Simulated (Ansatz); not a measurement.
Born–Oppenheimer molecular dynamics of CH7ClO2Si2 (13 atoms, charge 0, multiplicity 1). It starts at the highest image of a converged band. Of that band: Neighbouring images differ by up to 1.8 eV, so the band resolves the path poorly. A vibrational analysis at the climbing image gives one clearly imaginary mode, 1333i cm⁻¹: a first-order saddle point.

Theory: Ansatz, RKS B3LYP/STO-3G.

- ensemble: NVE (velocity Verlet)
- time step: 0.5 fs
- steps asked: 200
- starting velocities drawn for: 100 K
- seed: 10454

First frame:

```xyz
13
Properties=species:S:1:pos:R:3
O -1.722 -2.249 0.601
C -0.637 -1.708 -0.236
Si 0.395 -0.340 0.626
Cl -1.149 0.946 1.413
Si 1.680 1.164 -0.552
O 0.448 2.571 -0.770
H -2.251 -1.395 0.829
H -1.023 -1.332 -1.210
H 0.023 -2.568 -0.468
H 1.003 -0.906 1.817
H 1.694 2.672 -0.172
H 1.732 0.645 -1.920
H -0.172 2.466 0.055
```

**Question.** How far do the bonds stretch over the last three quarters of this one trajectory? (Pairs bonded in most of those frames.)

**Answer.** 
```json
{"bond": "O1–C2", "mean (Å)": "1.469", "spread (Å)": "0.016", "shortest": "1.44", "longest": "1.49"}
{"bond": "O1–H7", "mean (Å)": "1.031", "spread (Å)": "0.004", "shortest": "1.02", "longest": "1.04"}
{"bond": "C2–Si3", "mean (Å)": "1.915", "spread (Å)": "0.048", "shortest": "1.82", "longest": "1.99"}
{"bond": "C2–H8", "mean (Å)": "1.115", "spread (Å)": "0.003", "shortest": "1.11", "longest": "1.12"}
{"bond": "C2–H9", "mean (Å)": "1.108", "spread (Å)": "0.002", "shortest": "1.10", "longest": "1.11"}
{"bond": "Si3–Cl4", "mean (Å)": "2.154", "spread (Å)": "0.019", "shortest": "2.12", "longest": "2.19"}
{"bond": "Si3–Si5", "mean (Å)": "2.316", "spread (Å)": "0.040", "shortest": "2.27", "longest": "2.39"}
{"bond": "Si3–H10", "mean (Å)": "1.454", "spread (Å)": "0.004", "shortest": "1.45", "longest": "1.47"}
{"bond": "Si5–O6", "mean (Å)": "1.744", "spread (Å)": "0.036", "shortest": "1.67", "longest": "1.81"}
{"bond": "Si5–H11", "mean (Å)": "1.515", "spread (Å)": "0.071", "shortest": "1.36", "longest": "1.69"}
{"bond": "Si5–H12", "mean (Å)": "1.490", "spread (Å)": "0.045", "shortest": "1.42", "longest": "1.59"}
{"bond": "O6–H13", "mean (Å)": "1.030", "spread (Å)": "0.011", "shortest": "1.01", "longest": "1.05"}
```

Mean temperature of the second half: 1088 K. The conserved energy stayed within 0.32 meV per atom of its start (net change -0.037 meV per atom), so the integration is sound. The system heated up, since it started high on the potential surface and ran downhill. A run of 0.1 ps of so small a system gives no equilibrium averages. The orbitals stay closed-shell, which can raise the energy where a bond breaks towards radicals; this wasn't checked here. Limits of this set-up: minimal basis.

The run took 12 min on 1 thread of Arm Neoverse V1, on a shared host, peak memory 0.13 GiB.
